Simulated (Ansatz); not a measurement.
Cl3Pb (SMILES [Cl][Pb-]([Cl])[Cl]), charge -1, singlet, geometry from GFN2-xTB (such geometries of metal compounds can be far from the true shape) (core potentials on Pb) (a gas-phase anion, which may not be bound at this level); PBE/def2-SVP (Ansatz, a first-principles code).

Ansatz was given this input:
Ansatz 0.2 input:
```yaml
crystal:
  periodic: [false, false, false]
  atoms:
    - {symbol: Pb, position_ang: [-0.00361800, 0.00715892, 0.42408556]}
    - {symbol: Cl, position_ang: [2.27112670, -0.56342976, -0.65322014]}
    - {symbol: Cl, position_ang: [-0.64852821, 2.22612561, -0.72521865]}
    - {symbol: Cl, position_ang: [-1.60514694, -1.69722710, -0.66715038]}
basis:
  gaussian:
    orbitals: def2-SVP
hamiltonian:
  xc: pbe
total_charge: -1
```

The log (banner, timings and long lists left out):

```
Functional definition: PBE
881 factors; their error is unknown
mean field evaluation 1: about -42796.1767 eV, gradient 1.2e1 eV
mean field evaluation 2: about -42795.0002 eV, gradient 2.3e1 eV
mean field evaluation 4: about -42796.6626 eV, gradient 8.1e-1 eV
mean field evaluation 8: about -42796.6220 eV, gradient 5.5e-3 eV
mean field -42796.62199140 eV, -1572.7468495915 hartree, gradient 4.7e-5 eV, S^2 0.000000; 0 other end points of the search recorded, 0 dependent functions left out
reference -42796.62202429 eV, -1572.7468508005 hartree; 37, 37 occupied and 43, 43 virtual orbitals, 881 factors
Total energy: -42796.62202429 eV, -1572.7468508005 hartree
```
